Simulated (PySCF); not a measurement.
B2N, SMILES [B][N][B] (connectivity only; charge and spin as stated), neutral, multiplicity 2.

Coordinates come from a PBE-D3(BJ)/def2-TZVP optimisation.

All values below come from PBE-D3(BJ)/def2-TZVP (PySCF).

Harmonic, unscaled wavenumbers; measured fundamentals usually lie a few per cent lower.

Modes within 1.5 cm⁻¹ of each other (mostly degenerate sets) share a row, with their intensities summed.

```json
[
 {"mode": "1–2", "ν (cm⁻¹)": "118", "IR (km/mol)": "0.0", "moving atoms (share of kinetic energy)": "N 61 %, B 39 %"},
 {"mode": "3", "ν (cm⁻¹)": "1174", "IR (km/mol)": "0.0", "moving atoms (share of kinetic energy)": "B 100 %"},
 {"mode": "4", "ν (cm⁻¹)": "1529", "IR (km/mol)": "1264.0", "moving atoms (share of kinetic energy)": "N 61 %, B 39 %"}
]
```
